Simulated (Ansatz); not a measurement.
Basis sets compared for Li₃Sn₂ (the lowest doublet isomer of a short search). Total charge 0; doublet. Geometry PBE0-D4/def2-TZVP. Ansatz on 2 threads of Arm Neoverse V2 on a shared host; times are rough, and most runs start from earlier orbitals.

Cartesian coordinates in Å:
```
Li -1.547 -0.623 0.661
Li 1.372 -1.146 0.127
Li -0.505 -0.327 -2.479
Sn 0.138 1.306 -0.466
Sn 0.542 0.791 2.156
```

In the def2 sets Sn takes a core potential; there is no spin–orbit coupling. The structure comes from a short search, and lower isomers may exist.

Binding counts from free atoms (Li doublet, Sn triplet) in the same basis, without a counterpoise term.

| level | functions | energy (Eh) | HOMO (eV) | LUMO (eV) | binding per atom (eV) | wall time |
| --- | --- | --- | --- | --- | --- | --- |
| PBE-D4/def2-SVP | 79 | -451.1404 | -2.99 | -2.41 | 1.58 | 3.2 s |
| PBE-D4/def2-TZVP (with forces) | 142 | -451.1712 | -3.09 | -2.50 | 1.56 | 5.5 s |
| r2SCAN-D4/def2-TZVP | 142 | -451.3825 | -3.25 | -2.46 | 1.54 | 26 s |
| PBE0-D4/def2-SVP | 79 | -451.1645 | -3.58 | -1.86 | 1.51 | 4.6 s |
| PBE0-D4/def2-TZVP | 142 | -451.1934 | -3.67 | -1.96 | 1.50 | 9 s |

(1) Estimate the rows for PBE-D4/def2-TZVPD, r2SCAN-D4/def2-TZVPD, PBE0-D4/def2-TZVPD.

Answers

(1) 
| level | functions | energy (Eh) | HOMO (eV) | LUMO (eV) | binding per atom (eV) | wall time |
| --- | --- | --- | --- | --- | --- | --- |
| PBE-D4/def2-TZVPD | 163 | -451.1719 | -3.10 | -2.51 | 1.56 | 6 s |
| r2SCAN-D4/def2-TZVPD | 163 | -451.3835 | -3.25 | -2.46 | 1.54 | 32 s |
| PBE0-D4/def2-TZVPD | 163 | -451.1942 | -3.67 | -1.98 | 1.50 | 13 s |
